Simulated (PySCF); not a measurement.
C₇H₇BO₃, SMILES O=Cc1cccc(B(O)O)c1, singlet (GFN2-xTB optimised geometry):

```
18

O     -1.944    -2.855     0.001
C     -2.453    -1.762     0.000
C     -1.729    -0.488     0.000
C     -2.417     0.725     0.000
C     -1.709     1.912     0.000
C     -0.324     1.895     0.000
C      0.395     0.696     0.000
B      1.982     0.716    -0.001
O      2.752    -0.402    -0.015
O      2.600     1.915     0.013
C     -0.334    -0.488     0.000
H     -3.557    -1.649    -0.002
H     -3.498     0.728     0.000
H     -2.236     2.855     0.000
H      0.230     2.821     0.001
H      2.296    -1.242    -0.025
H      3.557     1.857     0.012
H      0.159    -1.451     0.001
```

Calculation: PySCF with B3LYP/def2-SVP.

### Question
What are the frontier orbital energies and the dipole moment?

### Answer
HOMO-2 -7.49 eV, HOMO-1 -7.40 eV, HOMO -7.13 eV, LUMO -1.91 eV, LUMO+1 -1.07 eV; dipole moment 2.01 D.

On the same geometry PBE/def2-SVP (PySCF 2.14.0) gives HOMO-2 -6.73 eV, HOMO-1 -6.65 eV, HOMO -5.72 eV, LUMO -2.65 eV, LUMO+1 -1.81 eV; dipole moment 1.97 D.

Meta-Löwdin charges at B3LYP/def2-SVP: O1 -0.39, C2 0.26, C3 -0.04, C4 -0.08, C5 -0.10, C6 -0.06, C7 -0.11, B8 0.41, O9 -0.49, O10 -0.48, C11 -0.07, H12 0.05, H13 0.10, H14 0.11, H15 0.11, H16 0.33, H17 0.33, H18 0.09.
